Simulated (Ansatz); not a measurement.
```yaml
crystal:
  periodic: [false, false, false]
  atoms:
    - {symbol: Ge, position_ang: [1.574164, 1.752612, -0.159995]}
    - {symbol: Ge, position_ang: [-1.784688, -1.853067, -0.252668]}
    - {symbol: Ge, position_ang: [-1.528986, 0.974927, 1.533978]}
    - {symbol: Ge, position_ang: [-0.448091, 0.223284, -1.540616]}
    - {symbol: Ge, position_ang: [1.700623, -1.492652, 0.595989]}
    - {symbol: O, position_ang: [-0.550730, 1.346181, 0.055675]}
    - {symbol: O, position_ang: [1.202353, 0.843735, -1.743504]}
    - {symbol: O, position_ang: [0.062933, -1.394985, -0.327135]}
    - {symbol: O, position_ang: [-2.194460, -0.621228, 0.991404]}
    - {symbol: O, position_ang: [1.966883, 0.221203, 0.846891]}
basis:
  gaussian: {orbitals: def2-TZVP}
magnetization: {spin_polarized: true, initial_magnetization: 2}
hamiltonian: {xc: pbe0, dispersion: d4}
scf: {omitted_lower_state_checks: [starts]}
output: {orbitals: {seedname: orbitals}}
```

```sh
$ ansatz run in.yaml --threads 4 --pin off --events-out ev --progress --plain --max-ram 6963MiB
```

(1) Does this run fit into the memory that it is given?

Answers

(1) No. It has 395 basis functions, and Ansatz plans for 8 GiB where 7 GiB are given.
